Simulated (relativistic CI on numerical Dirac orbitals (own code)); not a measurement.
## Ni3+: L-alpha,beta X-ray emission

Computed with this model: Dirac-Coulomb-Breit CI, KLI orbitals optimised for each configuration, model QED (radiative potential, 1s self-energy scaled to tabulated hydrogen-like ionisation energies), valence Slater integrals scaled by 0.8, multiplet model of X-ray emission after core ionisation; configurations [Ar] 3d7 → [He] 2s2 2p5 3s2 3p6 3d7 → [Ar] 3d6; 80 K; Lorentzian 0.6 eV and Gaussian 0.5 eV FWHM. Energies are those of the free ion, without screening or charge transfer. S is read from ⟨S²⟩ = S(S + 1).

Field parameters in Wybourne normalisation: D3d B²₀ = −7Dσ, B⁴₀ = −14Dq − 21Dτ, B⁴₃ = −14√(10/7) Dq; D4h B²₀ = −7Ds, B⁴₀ = 21(Dq − Dt), B⁴₄ = 21√(5/14) Dq; Oh B⁴₀ = 21Dq, B⁴₄ = √(5/14) B⁴₀. The field is a parameter set, without covalency.

Peaks in eV (height, largest 100): 856.1 (32), 859.6 (67), 860.2 (66), 861.5 (29), 863.2 (18), 870.7 (8), 874.8 (100), 877.8 (38), 878.5 (39).

Which surroundings give this spectrum?
A. Oh, 10Dq = 23800 cm⁻¹
B. D3d, 10Dq = 17150, Dσ = 80, Dτ = 390 cm⁻¹
C. D3d, 10Dq = 32050, Dσ = -1180, Dτ = -350 cm⁻¹
D. free ion

D. free ion, where the ground state has S = 1.50.
